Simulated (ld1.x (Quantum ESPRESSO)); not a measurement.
**Varying the RRKJ potential for carbon (C)**

Base potential:

C (Z = 6), norm-conserving RRKJ (Kleinman–Bylander form), made with ld1.x (Quantum ESPRESSO) 7.5 (revPBE, scalar-relativistic). Core [He], reference 2s2 2p2. Waves: 2s (bound): rc 1.15 bohr; 2p (bound): rc 3.25 bohr. Local part: the p channel. Core correction: Bessel-smoothed model core, default radius (core density twice the valence density).

Cutoffs, loose and tight: the cutoffs (Ry, on a coarse ladder) from which the occupation-weighted sum of valence levels, in a spherical-Bessel basis at the reference potential, stays within 10 and 1 mRy of its value at 400 Ry. They do not see the model core or the augmentation charge, which bear on the density cutoff. Test errors are all-electron minus pseudo excitation energies from the reference, over the configurations 2s2 2p1; 2s2 2p0; 2s1 2p0; 2s2 2p2.3; 2s2 2p1.5; 2s1 2p2; 2s1 2p3. A dash means not determined; rows that change the core or the reference have their own tests.

| change | outcome | cutoff, loose | cutoff, tight | bound ghosts | largest test error (meV) |
| --- | --- | --- | --- | --- | --- |
| base | generated | 50 Ry | 70 Ry | none | +2757 |
| all radii but the core radius scaled by about 0.75 (s 0.86, p 2.44 bohr) | generated | 70 Ry | 110 Ry | none | +1005 |
| all radii but the core radius scaled by about 0.88 (s 1.02, p 2.86 bohr) | generated | 45 Ry | 70 Ry | none | +1852 |
| all radii but the core radius scaled by about 1.10 (s 1.26, p 3.58 bohr) | generated | 45 Ry | 60 Ry | none | +3676 |
| all radii but the core radius scaled by about 1.37 (s 1.58, p 4.44 bohr) | generated | 30 Ry | 40 Ry | none | +6030 |

Question: What comes out with this change to the base: all radii but the core radius scaled by about 1.23 (s 1.42, p 4.00 bohr)?

Answer: outcome: generated; cutoff, loose: 40 Ry; cutoff, tight: 50 Ry; bound ghosts: none; largest test error (meV): +4770.

Reading the sweep of the scale of all radii but the core radius (base = 1) (base included, trends over the rows without a ghost): The loose cutoff falls from 70 Ry at 0.75 to 30 Ry at 1.37, with one reversal. A larger radius leaves more room for a smooth pseudo-wave, so fewer plane waves are needed; a smaller one forces it to follow the all-electron wave where it bends sharply. The median size of the test errors (rows with all tests solved) rises from 34.1 meV at 0.75 to 384.7 meV at 1.37. More of the atom is replaced by a form fitted at one configuration, so other configurations suffer as the radius grows.
